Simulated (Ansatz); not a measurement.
Geometry optimisation, RKS PBE0-D4/def2-SVP (Ansatz).

Input file:

```yaml
crystal:
  periodic: [false, false, false]
  atoms:
    - { symbol: "N", position_ang: [-0.89, 1.593, 0.7251] }
    - { symbol: Si, position_ang: [-0.7059, -0.0018, 0.0313] }
    - { symbol: Si, position_ang: [1.1928, -0.8415, 0.7641] }
    - { symbol: As, position_ang: [-0.5645, 0.1399, -2.2872] }
    - { symbol: H, position_ang: [-1.0179, 1.517, 1.7307] }
    - { symbol: H, position_ang: [-1.8673, 1.9893, 0.3719] }
    - { symbol: H, position_ang: [-1.7852, -0.8679, 0.4501] }
    - { symbol: H, position_ang: [1.4564, -2.1703, 0.2077] }
    - { symbol: H, position_ang: [1.1933, -0.9042, 2.2879] }
    - { symbol: H, position_ang: [2.334, 0.0304, 0.3801] }
    - { symbol: H, position_ang: [-0.0741, -1.3199, -2.3817] }
    - { symbol: H, position_ang: [0.8055, 0.7811, -2.246] }
basis:
  gaussian: { orbitals: def2-SVP }
hamiltonian:
  xc: pbe0
  dispersion: d4
relax:
  f_tol: 0.02
  max_steps: 50
output:
  orbitals: {}
```

Command:

```bash
$ ansatz run input.yaml --threads 2 --pin off --max-ram 3072MiB --backend cpu --events-out ev --progress --plain --runs-dir out
```

Where does it end, and by what steps?

It converged. The force dipped under the threshold on the way, but the program's further checks kept it going. After 10 steps the energy has fallen by 0.489 eV; H11 moved furthest, 0.34 Å.

| step | energy less start (eV) | largest force component (eV/Å) | accepted |
| --- | --- | --- | --- |
| 0 | 0.0000 | 2.966 | yes |
| 1 | -0.3729 | 1.031 | yes |
| 2 | -0.4419 | 0.473 | yes |
| 3 | -0.4328 | 0.788 | no |
| 4 | -0.4768 | 0.184 | yes |
| 5 | -0.4855 | 0.071 | yes |
| 6 | -0.4882 | 0.067 | yes |
| 7 | -0.4888 | 0.018 | yes |
| 8 | -0.4889 | 0.054 | yes |
| 9 | -0.4889 | 0.035 | no |
| 10 | -0.4891 | 0.010 | yes |

```xyz
12
Properties=species:S:1:pos:R:3
N -1.036 1.527 0.721
Si -0.733 -0.039 0.033
Si 1.290 -0.842 0.893
As -0.639 0.272 -2.318
H -0.927 1.658 1.721
H -1.815 2.077 0.374
H -1.801 -1.082 0.242
H 1.553 -2.212 0.351
H 1.277 -0.922 2.390
H 2.408 0.063 0.481
H -0.339 -1.204 -2.555
H 0.838 0.650 -2.301
```

Run time: 2.1 min on 2 threads of AMD EPYC 7571, on a shared host, peak memory 0.35 GiB.
